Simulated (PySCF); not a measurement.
C2H10SSi3.
SMILES: `CC(=S)[SiH2][SiH2][SiH3]`

Jobs on this species (16 atoms, 80 electrons) with PySCF (density fitting). Hardware of each: x86-64 server, one thread, no GPU, shared host. The host was shared with other jobs, so the times are rough.

```json
{"level and settings": "HF/def2-SVPD", "work": "10 singlets by TDHF, 4 Tamm–Dancoff triplets, polarisability, ΔSCF ions", "basis functions": "219", "SCF cycles": "?", "wall time": "?"}
{"level and settings": "PBE/def2-SVPD", "work": "10 singlets by full TDDFT, 4 Tamm–Dancoff triplets, polarisability, ΔSCF ions", "basis functions": "219", "SCF cycles": "14", "wall time": "88 s"}
{"level and settings": "BHandHLYP/def2-SVPD", "work": "10 singlets by full TDDFT, 4 Tamm–Dancoff triplets, polarisability, ΔSCF ions", "basis functions": "219", "SCF cycles": "12", "wall time": "71 s"}
{"level and settings": "PBE0/aug-cc-pVDZ", "work": "10 singlets by full TDDFT, 4 Tamm–Dancoff triplets, polarisability", "basis functions": "244", "SCF cycles": "12", "wall time": "37 s"}
{"level and settings": "B3LYP/def2-SVPD", "work": "10 singlets by full TDDFT, 4 Tamm–Dancoff triplets, polarisability, ΔSCF ions", "basis functions": "219", "SCF cycles": "12", "wall time": "72 s"}
{"level and settings": "PBE0-D3(BJ)/def2-SVP, grid level 1", "work": "geometry optimisation from a GFN2-xTB start", "basis functions": "150", "SCF cycles": "123", "wall time": "2.0 min"}
{"level and settings": "LDA/def2-SVPD", "work": "10 singlets by full TDDFT, 4 Tamm–Dancoff triplets, polarisability, ΔSCF ions", "basis functions": "219", "SCF cycles": "14", "wall time": "55 s"}
{"level and settings": "PBE0/6-31+G*", "work": "10 singlets by full TDDFT, 4 Tamm–Dancoff triplets, polarisability", "basis functions": "144", "SCF cycles": "12", "wall time": "17 s"}
{"level and settings": "PBE0/def2-SVPD", "work": "10 singlets by full TDDFT, 4 Tamm–Dancoff triplets, polarisability, ΔSCF ions", "basis functions": "219", "SCF cycles": "12", "wall time": "71 s"}
```

Q: Fill in the missing figures.

A: 
- HF/def2-SVPD; 10 singlets by TDHF, 4 Tamm–Dancoff triplets, polarisability, ΔSCF ions: 36 s, 12 SCF cycles

Q: What do all jobs in the table cost together?

A: About 9.4 min; the longest takes about 21 % of that, and about 7.1 times as long as the shortest.
